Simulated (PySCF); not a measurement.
In(F)2(Et) (C2H5F2In), SMILES C[CH2][In]([F])[F]. Geometry optimised at PBE0-D3(BJ)/def2-SVP. The structure was generated by enumeration; whether it is a known compound was not checked. The def2 effective core potentials stand for the cores of In; spin–orbit coupling is left out. The values are those of a single conformer.

Computed equilibrium geometry at PBE0-D3(BJ)/def2-SVP (PySCF confirms it by a frequency run) as a Z-matrix (one conformer of several):
```
C
H 1 1.1009
H 1 1.1013 2 106.75
C 1 1.5202 2 112.48 3 123.64
H 4 1.1001 1 112.23 2 179.76
H 4 1.1002 5 107.20 1 123.64
H 4 1.1026 5 107.29 6 114.90
In 1 2.1475 2 105.35 3 -111.29
F 8 1.9577 1 127.28 2 50.42
F 8 1.9594 9 107.66 1 -179.78
```
Charge 0, spin multiplicity 1.
